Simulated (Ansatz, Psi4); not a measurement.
Here is a job for Psi4.
```
memory 2 GB

molecule mol {
0 3
  Ga   -0.000000   -0.000000   -0.787509
  Cl    0.000000    0.000000    1.436045
}

set basis def2-svp
set reference uks
set scf_type pk
set puream true
set d_convergence 1e-8
set dft_radial_points 99
set dft_spherical_points 590

energy('wb97m-v')
print_variables()
```

Q: Convert this to an input for Ansatz (a quantum-chemistry and plane-wave program).

A: Several could match; the one computed here: 
Ansatz 0.2 input:
```yaml
crystal:
  periodic: [false, false, false]
  atoms:
    - {symbol: Ga, position_ang: [-0.00000000, -0.00000000, -0.78750881]}
    - {symbol: Cl, position_ang: [0.00000000, 0.00000000, 1.43604548]}
basis:
  gaussian:
    orbitals: def2-SVP
hamiltonian:
  xc: {name: wB97M-V}
magnetization: {spin_polarized: true, initial_magnetization: 2}
accuracy: high
```

Both were run: Psi4 gave -2384.472041 Eh and Ansatz -2384.472041 Eh, 0.000 mEh apart.
